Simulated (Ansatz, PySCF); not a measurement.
Species: GaF₂, net charge -1, singlet state. 
Geometry from a B3LYP-D3(BJ)/def2-TZVP (Ansatz, a program for electronic structure) optimisation:
```
Ga
F 1 1.8909
F 1 1.8909 2 97.54
```
Charge -1, spin multiplicity 1.

Total electronic energies in hartree. Valence correlation only, unless marked. Spin-orbit coupling is left out. The frozen core is the preceding noble-gas configuration, with the filled d and f shells of earlier blocks. No relativistic terms. CBS marks a two-point X^-3 extrapolation of the correlation energy; Hartree-Fock from the larger set. [CCSD(T)-MP2]/basis is that difference in the basis named.

```
level                                                                 program  energy (Eh)
-------------------------------------------------------------  --------------  -----------
RI-HF/aug-cc-pVTZ                                                      Ansatz  -2122.36845
RI-HF/cc-pVTZ                                                          Ansatz  -2122.35851
PBE-D4/def2-TZVPD                                              Ansatz + dftd4  -2124.31290
BP86/def2-TZVPD                                                         PySCF          ___
r2SCAN-D4/def2-TZVPD                                           Ansatz + dftd4  -2124.69148
PBE0/STO-3G                                                            Ansatz  -2098.50243
r2SCAN0/def2-TZVPD                                                     Ansatz  -2124.63220
PW6B95-D3(BJ)/def2-TZVPD                                        PySCF + dftd3  -2125.94443
CAM-B3LYP-D4/def2-TZVPD                                        Ansatz + dftd4  -2124.86876
B2GP-PLYP/def2-TZVPD                                                   Ansatz  -2124.09276
SCS-MP2/6-31G                                                          Ansatz  -2122.16983
SCS-MP2/aug-cc-pVDZ                                                    Ansatz  -2122.72774
CCSD(T)/aug-cc-pVTZ                                                    Ansatz  -2123.00439
CCSD(T)/cc-pVQZ                                                        Ansatz  -2123.05251
RI-MP2/CBS(aug-cc-pVTZ,aug-cc-pVQZ)+[CCSD(T)-MP2]/aug-cc-pVTZ          Ansatz   -2123.1008
```

What belongs in the gaps?


- BP86/def2-TZVPD, energy (Eh): -2125.05159
